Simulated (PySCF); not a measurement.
All values below come from PySCF 2.14.0 with B3LYP-D3(BJ)/def2-TZVP // PBE0-D4/def2-TZVP. Gas-phase values, no solvent. One relaxed conformer stands for a flexible species; it need not be the lowest. B3LYP has the VWN-RPA correlation part, as in Gaussian. 

Reference species (SMILES): `[Cl][Ga][Cl]` (neutral, multiplicity 2).

- highest occupied spin orbital: -6.84 eV

Changed species: `[OH][Ga][Cl]` (H–O–Ga–Cl torsion 180°) (radical fragment; the reference has radical fragment).

Give the shifts of the highest occupied spin orbital.

the highest occupied spin orbital goes up by 0.32 eV, to -6.52 eV.
